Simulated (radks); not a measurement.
Results of a calculation; reference values are marked as such.
The table gives one normalised radial function P(r) = r R(r) of P3+ in [Ne] 3s2 (r in bohr). Code: a radial shooting solver on a logarithmic mesh with Libxc functionals. Model: scalar-relativistic Kohn-Sham, LDA (Slater exchange, VWN5 correlation), spin-unpolarised, spherical densities, finite nucleus; Fermi nuclear charge, rms radius 3.1889 fm.

r              P
0.006744   0.1890
0.009589   0.2566
0.01363    0.3418
0.01939    0.4427
0.02757    0.5499
0.0392     0.6404
0.05574    0.6718
0.07925    0.5809
0.1127     0.3003
0.1615    -0.2071
0.2297    -0.8246
0.3266    -1.3200
0.4643    -1.4220
0.6603    -1.0750
0.9388    -0.5428
1.335     -0.1645
1.898     -0.0251
2.699     -0.0015
3.838     0.0000
5.457     0.0000

Which n and l does it have? It may be an empty orbital.

Answer. n = 2, l = 0: the number of nodes gives n - l - 1 = 1, the rise at small r (about r^(l+1)) gives l, and the extent must fit the shell. The curve is that of 2s. 2s: eigenvalue -211.57 eV, 1 radial node at r = 0.142 bohr, <r> = 0.520 bohr, 90 % of the charge inside 0.818 bohr.
